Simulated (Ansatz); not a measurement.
An input meant for Al₄H₇⁻ (charge -1, singlet; atoms displaced at random, 0.08 Å in each coordinate).

```yaml
crystal:
  periodic: [false, false, false]
  atoms:
    - {symbol: Al, position_ang: [-0.070042, -0.409118, 0.087626]}
    - {symbol: Al, position_ang: [0.466929, 4.453289, -0.907092]}
    - {symbol: Al, position_ang: [-0.061292, 1.871675, -0.489237]}
    - {symbol: Al, position_ang: [-0.572310, -2.973672, 0.443604]}
    - {symbol: H, position_ang: [0.960621, 0.373849, -1.185139]}
    - {symbol: H, position_ang: [-0.954469, -3.100045, 2.057610]}
    - {symbol: H, position_ang: [0.003721, 3.454748, 0.573591]}
    - {symbol: h, position_ang: [0.701308, -3.820201, -0.052562]}
    - {symbol: H, position_ang: [0.163043, 0.819390, 0.861242]}
    - {symbol: H, position_ang: [-1.775159, -3.471476, -0.433306]}
    - {symbol: H, position_ang: [1.298879, 3.031466, -1.384596]}
basis:
  gaussian: {orbitals: def2-TZVPD, fitting: {mean_field: cc-pVTZ-jkfit}, nuclear_model: gaussian}
total_charge: -1
hamiltonian: {xc: {name: B97M-V}}
scf: {lower_state_search: off}
output: {forces: true}
```

```sh
$ ansatz run in.yaml --threads 4 --pin off --events-out ev --progress --plain --max-ram 3916MiB
```

It prints (some lines left out):

```
Error: YAML parse error: error: line 11 column 16: `h` is not an element symbol (H … Og, case-exact)
 9 |     - {symbol: H, position_ang: [-0.954469, -3.100045, 2.057610]}
10 |     - {symbol: H, position_ang: [0.003721, 3.454748, 0.573591]}
11 |     - {symbol: h, position_ang: [0.701308, -3.820201, -0.052562]}
12 |     - {symbol: H, position_ang: [0.163043, 0.819390, 0.861242]}
13 |     - {symbol: H, position_ang: [-1.775159, -3.471476, -0.433306]}
```

In this input an element symbol is wrong. The input was rejected before any iteration.
